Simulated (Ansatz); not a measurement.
[CdCl4]2- (CdCl₄²⁻), relaxed as a singlet with RKS PBE0-D4/def2-SVPD in Ansatz, starting from the GFN2-xTB (ALPB water) geometry. Force threshold 0.02 eV/Å.

In the def2 sets Cd takes a core potential; there is no spin–orbit coupling. A multiply charged anion in the gas phase is held together partly by the finite basis.

Start:

```xyz
5

Cd    0.000   -0.002    0.000
Cl   -1.747   -1.490   -0.800
Cl   -0.183    2.143   -1.131
Cl    2.177   -0.977   -0.466
Cl   -0.248    0.327    2.396
```

(1) Estimate the energy that the relaxation releases and the steps that it takes.

(2) Does the start keep its bonding and symmetry?

(3) Predict the relaxed structure.

Results:

(1) 4.4 kcal/mol, in 3 steps; 8 s on 4 threads of Arm Neoverse V1 on a shared host. No frequencies were taken in this run, so the end may be a saddle point.

(2) By distances, no bond broke or formed. The bond that changes most is Cd1–Cl2, from 2.43 to 2.54 Å (atoms count from 1). Point group Td at the start, Td at the end, both within 0.05 Å.

(3) 
Cartesian coordinates in Å:
```
Cd 0.000 0.000 0.000
Cl -1.825 -1.559 -0.836
Cl -0.192 2.241 -1.184
Cl 2.276 -1.023 -0.486
Cl -0.259 0.340 2.506
```
Bond lengths: 4 × Cd–Cl 2.54 Å.
